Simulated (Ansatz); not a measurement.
Basis sets compared for the cluster Ge₁₂N. Total charge 0; doublet. Geometry PBE-D4/def2-SVP. Ansatz on 2 threads of AMD EPYC 7R13 on a shared host and a share (18 GiB) of an NVIDIA H100 80GB HBM3; times are rough, and most runs start from earlier orbitals.

```xyz
13

N     0.110    1.379    0.819
Ge   -0.377    1.895   -1.175
Ge    1.781    2.227    0.321
Ge   -2.774    0.599   -0.959
Ge   -0.094   -0.380    1.569
Ge    2.280   -1.372    1.853
Ge   -2.759   -0.272    1.560
Ge    2.820   -0.102   -0.309
Ge   -1.737   -2.056   -0.149
Ge    1.967   -1.357   -2.420
Ge    0.976   -2.181   -0.209
Ge   -1.708    2.275    1.068
Ge   -0.485   -0.657   -1.971
```

Single mean-field runs in def2-TZVP are fitted with def2-universal-jkfit. Another isomer (doublet) lies 0.24 eV lower at PBE0-D4/def2-TZVP; other spin states weren't run for this one.

Binding counts from free atoms (N quartet, Ge triplet) in the same basis, without a counterpoise term.

```json
{"level": "PBE-D4/def2-SVP", "functions": "398", "energy (Eh)": "-24972.2173", "HOMO (eV)": "-4.79", "LUMO (eV)": "-4.51", "binding per atom (eV)": "3.47", "wall time": "8 s"}
{"level": "PBE0-D4/def2-SVP", "functions": "398", "energy (Eh)": "-24972.7794", "HOMO (eV)": "-5.54", "LUMO (eV)": "-4.06", "binding per atom (eV)": "3.26", "wall time": "13 s"}
```

Q: Estimate the rows for PBE-D4/def2-TZVP (with forces), PBE0-D4/def2-TZVP.

A: 
```csv
level,functions,energy (Eh),HOMO (eV),LUMO (eV),binding per atom (eV),wall time
PBE-D4/def2-TZVP (with forces),607,-24975.4175,-4.73,-4.44,3.48,9.5 s
PBE0-D4/def2-TZVP,607,-24975.9770,-5.45,-3.96,3.29,20 s
```
